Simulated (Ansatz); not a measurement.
vinyl fluoride (C$_{2}$H$_{3}$F), singlet, geometry from GFN2-xTB; B3LYP/6-31G* in Ansatz (an electronic-structure program).

Ansatz was given this input:
Ansatz 0.2 input:
```yaml
crystal:
  periodic: [false, false, false]
  atoms:
    - {symbol: C, position_ang: [-0.00023788, 0.43449972, 0.00081824]}
    - {symbol: C, position_ang: [1.18088301, -0.14251782, -0.00743430]}
    - {symbol: F, position_ang: [-1.13849945, -0.27602062, 0.00639030]}
    - {symbol: H, position_ang: [-0.19582915, 1.49728660, 0.00400312]}
    - {symbol: H, position_ang: [1.28183807, -1.21329030, -0.01005988]}
    - {symbol: H, position_ang: [2.07661539, 0.44829788, -0.01175956]}
basis:
  gaussian:
    orbitals: 6-31G*
hamiltonian:
  xc: b3lyp
```

The log (banner, timings and long lists left out):

```
Functional definition: B3LYP
590 factors; their error is unknown
mean field evaluation 1: about -4835.4941 eV, gradient 3.8e1 eV
mean field evaluation 2: about -4834.4523 eV, gradient 4.1e1 eV
mean field evaluation 4: about -4838.7337 eV, gradient 1.3e0 eV
mean field evaluation 8: about -4838.7343 eV, gradient 1.7e-2 eV
mean field evaluation 16: about -4838.7088 eV, gradient 6.0e-5 eV
mean field -4838.70883416 eV, -177.8192698609 hartree, gradient 6.0e-5 eV, S^2 0.000000; 0 other end points of the search recorded, 0 dependent functions left out
reference -4838.70897039 eV, -177.8192748671 hartree; 12, 12 occupied and 39, 39 virtual orbitals, 590 factors
Total energy: -4838.70897039 eV, -177.8192748671 hartree
```
